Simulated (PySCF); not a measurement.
SMILES OB(O)[SiH2][SiH3] (H7BO2Si2) (GFN2-xTB optimised geometry):

```
12

O      2.238    -1.683    -0.925
B      1.421    -1.102     0.000
O      2.032    -0.437     1.004
Si    -0.551    -1.102     0.000
Si    -1.542     0.989     0.000
H      1.830    -2.167    -1.640
H      2.992    -0.449     0.976
H     -1.106    -1.878     1.125
H     -1.067    -1.858    -1.170
H     -1.351     1.708    -1.267
H     -2.992     0.940     0.206
H     -1.014     1.878     1.039
```

Level of theory: PBE0/def2-TZVP in PySCF.

Q: What are the frontier orbital energies and the dipole moment?

A: HOMO-2 -9.24 eV, HOMO-1 -8.77 eV, HOMO -8.15 eV, LUMO -0.56 eV, LUMO+1 0.32 eV; dipole moment 1.89 D.

Meta-Löwdin charges at PBE0/def2-TZVP: O1 -0.52, B2 0.28, O3 -0.51, Si4 0.18, Si5 0.22, H6 0.36, H7 0.35, H8 -0.06, H9 -0.08, H10 -0.08, H11 -0.07, H12 -0.07.
